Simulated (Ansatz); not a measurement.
Ansatz (a program for electronic structure) input for C3H6N2Si, SMILES C1=NC[SiH2]N=C1, B3LYP-D3(BJ)/def2-SVP. 

Ansatz 0.2 input:
```yaml
crystal:
  periodic: [false, false, false]
  atoms:
    - {symbol: C, position_ang: [1.16400969, -1.17892083, -0.06925226]}
    - {symbol: N, position_ang: [-0.00539634, -1.65193398, -0.09498560]}
    - {symbol: C, position_ang: [-1.20506892, -0.85820831, -0.06095577]}
    - {symbol: Si, position_ang: [-0.92958727, 1.03167036, 0.07251395]}
    - {symbol: N, position_ang: [0.79789004, 1.22369404, 0.06675707]}
    - {symbol: C, position_ang: [1.57490488, 0.23162346, 0.00309703]}
    - {symbol: H, position_ang: [1.96756059, -1.90905540, -0.10481195]}
    - {symbol: H, position_ang: [-1.78797561, -1.27311761, 0.76741339]}
    - {symbol: H, position_ang: [-1.75400620, -1.14916355, -0.96226269]}
    - {symbol: H, position_ang: [-1.41775840, 1.73921159, -1.10769084]}
    - {symbol: H, position_ang: [-1.39378461, 1.56187593, 1.35135423]}
    - {symbol: H, position_ang: [2.64965615, 0.41757757, 0.00106848]}
basis:
  gaussian:
    orbitals: def2-SVP
hamiltonian:
  xc: b3lyp
  dispersion: d3bj
relax: {f_tol: 0.002, max_steps: 200}
```

It prints:

```
Functional definition: B3LYP
integrals: 0.09 GiB planned
1321 factors; integrals over basis functions are off by at most 3.8e-4 eV
mean field: 0.55 GiB planned
mean field evaluation 1: about -14051.0404 eV, gradient 5.7e1 eV
mean field evaluation 2: about -14043.4322 eV, gradient 8.0e1 eV
mean field evaluation 4: about -14058.5411 eV, gradient 5.1e0 eV
mean field evaluation 8: about -14058.6404 eV, gradient 1.9e-1 eV
mean field evaluation 16: about -14058.6405 eV, gradient 2.9e-5 eV
mean field -14058.64052193 eV, -516.6455098921 hartree, gradient 2.9e-5 eV, S^2 0.000000; 0 other end points of the search recorded, 0 dependent functions left out
the calculation of the forces begins
reference -14058.64077353 eV, -516.6455191382 hartree; 26, 26 occupied and 92, 92 virtual orbitals, 1321 factors
relax step   1: F+E_penalty+E_count = -14059.20091799 eV  Δ(F+E_penalty+E_count) = +0.000e0 eV  max|allowed force component| = 9.047e-1 eV/Å  Δτ_max = 0.0000 Å  (28 SCF iters, accepted)
these checks for a lower state are left out or cut short: starts, cluster_reference, orbital_swaps, neighbouring_geometries, increment
integrals: 0.09 GiB planned
1321 factors; integrals over basis functions are off by at most 4.0e-4 eV
mean field: 0.55 GiB planned
mean field -14058.75211631 eV, -516.6496109100 hartree, gradient 2.4e-5 eV, S^2 0.000000; 0 other end points of the search recorded, 0 dependent functions left out
the calculation of the forces begins
[...]
mean field: 0.55 GiB planned
mean field evaluation 96: about -14058.7705 eV, gradient 9.9e-5 eV
mean field -14058.77049133 eV, -516.6502861795 hartree, gradient 1.4e-5 eV, S^2 0.000000; 0 other end points of the search recorded, 0 dependent functions left out
the calculation of the forces begins
reference -14058.77074231 eV, -516.6502954028 hartree; 26, 26 occupied and 92, 92 virtual orbitals, 1321 factors
relax step  14: F+E_penalty+E_count = -14059.32510090 eV  Δ(F+E_penalty+E_count) = -1.647e-3 eV  max|allowed force component| = 1.299e-1 eV/Å  Δτ_max = 0.0734 Å  (31 SCF iters, accepted)
these checks for a lower state are left out or cut short: starts, cluster_reference, orbital_swaps, neighbouring_geometries, increment
integrals: 0.09 GiB planned
1321 factors; integrals over basis functions are off by at most 4.7e-4 eV
mean field: 0.55 GiB planned
mean field -14058.77114194 eV, -516.6503100888 hartree, gradient 2.4e-5 eV, S^2 0.000000; 0 other end points of the search recorded, 0 dependent functions left out
the calculation of the forces begins
reference -14058.77139291 eV, -516.6503193120 hartree; 26, 26 occupied and 92, 92 virtual orbitals, 1321 factors
relax step  15: F+E_penalty+E_count = -14059.32608591 eV  Δ(F+E_penalty+E_count) = -9.850e-4 eV  max|allowed force component| = 1.177e-1 eV/Å  Δτ_max = 0.0313 Å  (33 SCF iters, accepted)
these checks for a lower state are left out or cut short: starts, cluster_reference, orbital_swaps, neighbouring_geometries, increment
integrals: 0.09 GiB planned
1321 factors; integrals over basis functions are off by at most 4.8e-4 eV
mean field: 0.55 GiB planned
mean field -14058.77209594 eV, -516.6503451477 hartree, gradient 2.4e-5 eV, S^2 0.000000; 0 other end points of the search recorded, 0 dependent functions left out
the calculation of the forces begins
reference -14058.77234677 eV, -516.6503543655 hartree; 26, 26 occupied and 92, 92 virtual orbitals, 1321 factors
relax step  16: F+E_penalty+E_count = -14059.32755333 eV  Δ(F+E_penalty+E_count) = -1.467e-3 eV  max|allowed force component| = 9.212e-2 eV/Å  Δτ_max = 0.0239 Å  (31 SCF iters, accepted)
these checks for a lower state are left out or cut short: starts, cluster_reference, orbital_swaps, neighbouring_geometries, increment
integrals: 0.09 GiB planned
1321 factors; integrals over basis functions are off by at most 5.2e-4 eV
mean field: 0.55 GiB planned
mean field -14058.77319135 eV, -516.6503854034 hartree, gradient 1.3e-5 eV, S^2 0.000000; 0 other end points of the search recorded, 0 dependent functions left out
the calculation of the forces begins
reference -14058.77344259 eV, -516.6503946361 hartree; 26, 26 occupied and 92, 92 virtual orbitals, 1321 factors
relax step  17: F+E_penalty+E_count = -14059.33029111 eV  Δ(F+E_penalty+E_count) = -2.738e-3 eV  max|allowed force component| = 1.323e-1 eV/Å  Δτ_max = 0.1040 Å  (31 SCF iters, accepted)
these checks for a lower state are left out or cut short: starts, cluster_reference, orbital_swaps, neighbouring_geometries, increment
integrals: 0.09 GiB planned
1321 factors; integrals over basis functions are off by at most 5.5e-4 eV
mean field: 0.55 GiB planned
mean field -14058.77168907 eV, -516.6503301956 hartree, gradient 1.5e-5 eV, S^2 0.000000; 0 other end points of the search recorded, 0 dependent functions left out
the calculation of the forces begins
reference -14058.77194048 eV, -516.6503394346 hartree; 26, 26 occupied and 92, 92 virtual orbitals, 1321 factors
relax step  18: F+E_penalty+E_count = -14059.32983850 eV  Δ(F+E_penalty+E_count) = +4.526e-4 eV  max|allowed force component| = 2.566e-1 eV/Å  Δτ_max = 0.0741 Å  (30 SCF iters, rejected (line search))
these checks for a lower state are left out or cut short: starts, cluster_reference, orbital_swaps, neighbouring_geometries, increment
integrals: 0.09 GiB planned
1321 factors; integrals over basis functions are off by at most 5.3e-4 eV
mean field: 0.55 GiB planned
mean field evaluation 128: about -14058.7228 eV, gradient 1.9e0 eV
mean field -14058.77496063 eV, -516.6504504233 hartree, gradient 2.4e-5 eV, S^2 0.000000; 0 other end points of the search recorded, 0 dependent functions left out
the calculation of the forces begins
reference -14058.77521214 eV, -516.6504596659 hartree; 26, 26 occupied and 92, 92 virtual orbitals, 1321 factors
relax step  19: F+E_penalty+E_count = -14059.33266454 eV  Δ(F+E_penalty+E_count) = -2.373e-3 eV  max|allowed force component| = 1.240e-1 eV/Å  Δτ_max = 0.0371 Å  (32 SCF iters, accepted)
these checks for a lower state are left out or cut short: starts, cluster_reference, orbital_swaps, neighbouring_geometries, increment
integrals: 0.09 GiB planned
1321 factors; integrals over basis functions are off by at most 5.4e-4 eV
mean field: 0.55 GiB planned
mean field -14058.77506878 eV, -516.6504543977 hartree, gradient 2.6e-5 eV, S^2 0.000000; 0 other end points of the search recorded, 0 dependent functions left out
the calculation of the forces begins
reference -14058.77532022 eV, -516.6504636380 hartree; 26, 26 occupied and 92, 92 virtual orbitals, 1321 factors
relax step  20: F+E_penalty+E_count = -14059.33347768 eV  Δ(F+E_penalty+E_count) = -8.131e-4 eV  max|allowed force component| = 5.815e-2 eV/Å  Δτ_max = 0.0411 Å  (31 SCF iters, accepted)
these checks for a lower state are left out or cut short: starts, cluster_reference, orbital_swaps, neighbouring_geometries, increment
integrals: 0.09 GiB planned
1321 factors; integrals over basis functions are off by at most 5.5e-4 eV
mean field: 0.55 GiB planned
mean field -14058.77484190 eV, -516.6504460600 hartree, gradient 2.2e-5 eV, S^2 0.000000; 0 other end points of the search recorded, 0 dependent functions left out
the calculation of the forces begins
reference -14058.77509324 eV, -516.6504552965 hartree; 26, 26 occupied and 92, 92 virtual orbitals, 1321 factors
relax step  21: F+E_penalty+E_count = -14059.33376994 eV  Δ(F+E_penalty+E_count) = -2.923e-4 eV  max|allowed force component| = 3.944e-2 eV/Å  Δτ_max = 0.0230 Å  (31 SCF iters, accepted)
these checks for a lower state are left out or cut short: starts, cluster_reference, orbital_swaps, neighbouring_geometries, increment
integrals: 0.09 GiB planned
1321 factors; integrals over basis functions are off by at most 5.6e-4 eV
mean field: 0.55 GiB planned
mean field -14058.77468753 eV, -516.6504403871 hartree, gradient 2.1e-5 eV, S^2 0.000000; 0 other end points of the search recorded, 0 dependent functions left out
the calculation of the forces begins
reference -14058.77493883 eV, -516.6504496220 hartree; 26, 26 occupied and 92, 92 virtual orbitals, 1321 factors
relax step  22: F+E_penalty+E_count = -14059.33389089 eV  Δ(F+E_penalty+E_count) = -1.209e-4 eV  max|allowed force component| = 2.719e-2 eV/Å  Δτ_max = 0.0098 Å  (25 SCF iters, accepted)
these checks for a lower state are left out or cut short: starts, cluster_reference, orbital_swaps, neighbouring_geometries, increment
integrals: 0.09 GiB planned
1321 factors; integrals over basis functions are off by at most 5.6e-4 eV
mean field: 0.55 GiB planned
mean field evaluation 160: about -14058.7746 eV, gradient 2.5e-5 eV
mean field -14058.77456934 eV, -516.6504360435 hartree, gradient 2.5e-5 eV, S^2 0.000000; 0 other end points of the search recorded, 0 dependent functions left out
the calculation of the forces begins
reference -14058.77482061 eV, -516.6504452775 hartree; 26, 26 occupied and 92, 92 virtual orbitals, 1321 factors
relax step  23: F+E_penalty+E_count = -14059.33391685 eV  Δ(F+E_penalty+E_count) = -2.596e-5 eV  max|allowed force component| = 9.962e-3 eV/Å  Δτ_max = 0.0048 Å  (24 SCF iters, accepted)
these checks for a lower state are left out or cut short: starts, cluster_reference, orbital_swaps, neighbouring_geometries, increment
integrals: 0.09 GiB planned
1321 factors; integrals over basis functions are off by at most 5.6e-4 eV
mean field: 0.55 GiB planned
mean field -14058.77451733 eV, -516.6504341322 hartree, gradient 6.1e-5 eV, S^2 0.000000; 0 other end points of the search recorded, 0 dependent functions left out
the calculation of the forces begins
reference -14058.77476862 eV, -516.6504433669 hartree; 26, 26 occupied and 92, 92 virtual orbitals, 1321 factors
relax step  24: F+E_penalty+E_count = -14059.33390375 eV  Δ(F+E_penalty+E_count) = +1.311e-5 eV  max|allowed force component| = 1.870e-2 eV/Å  Δτ_max = 0.0020 Å  (22 SCF iters, rejected (line search))
these checks for a lower state are left out or cut short: starts, cluster_reference, orbital_swaps, neighbouring_geometries, increment
integrals: 0.09 GiB planned
1321 factors; integrals over basis functions are off by at most 5.6e-4 eV
mean field: 0.55 GiB planned
mean field -14058.77455107 eV, -516.6504353722 hartree, gradient 2.9e-5 eV, S^2 0.000000; 0 other end points of the search recorded, 0 dependent functions left out
the calculation of the forces begins
reference -14058.77480235 eV, -516.6504446066 hartree; 26, 26 occupied and 92, 92 virtual orbitals, 1321 factors
relax step  25: F+E_penalty+E_count = -14059.33392026 eV  Δ(F+E_penalty+E_count) = -3.410e-6 eV  max|allowed force component| = 1.080e-3 eV/Å  Δτ_max = 0.0008 Å  (22 SCF iters, accepted)
integrals: 0.09 GiB planned
1321 factors; integrals over basis functions are off by at most 5.6e-4 eV
mean field: 0.55 GiB planned
mean field -14058.77455107 eV, -516.6504353722 hartree, gradient 2.9e-5 eV, S^2 0.000000; 1 other end points of the search recorded, 0 dependent functions left out
the calculation of the forces begins
reference -14058.77480235 eV, -516.6504446066 hartree; 26, 26 occupied and 92, 92 virtual orbitals, 1321 factors
Total energy: -14059.33417155 eV, -516.6710010453 hartree
Atom 0 at     1.162928    -1.197492     0.117381 Å, force    -0.000251    -0.000647     0.000267 eV/Å
Atom 1 at    -0.013748    -1.683659     0.178367 Å, force     0.000018    -0.000259    -0.000558 eV/Å
Atom 2 at    -1.186764    -0.855764    -0.124560 Å, force     0.000579    -0.000090     0.001080 eV/Å
Atom 3 at    -0.923945     1.008063     0.141045 Å, force    -0.000183     0.000674    -0.000370 eV/Å
Atom 4 at     0.804797     1.241847    -0.171569 Å, force     0.000243     0.000425     0.000107 eV/Å
Atom 5 at     1.565913     0.220456    -0.167517 Å, force     0.000485     0.000294     0.000286 eV/Å
Atom 6 at     2.000804    -1.887943     0.310084 Å, force    -0.000304    -0.000077     0.000112 eV/Å
Atom 7 at    -2.052251    -1.275833     0.413552 Å, force    -0.000522    -0.000078    -0.000043 eV/Å
Atom 8 at    -1.419117    -1.019648    -1.194997 Å, force    -0.000201    -0.000137    -0.000555 eV/Å
Atom 9 at    -1.715203     1.822286    -0.819233 Å, force    -0.000086    -0.000297    -0.000441 eV/Å
Atom 10 at    -1.214749     1.461614     1.530930 Å, force     0.000246    -0.000227     0.000501 eV/Å
Atom 11 at     2.651778     0.351326    -0.351238 Å, force    -0.000025     0.000420    -0.000385 eV/Å
Dipole moment:    -0.055033    -0.086366    -0.067235 e Å
```

The calculation finished and met its thresholds.
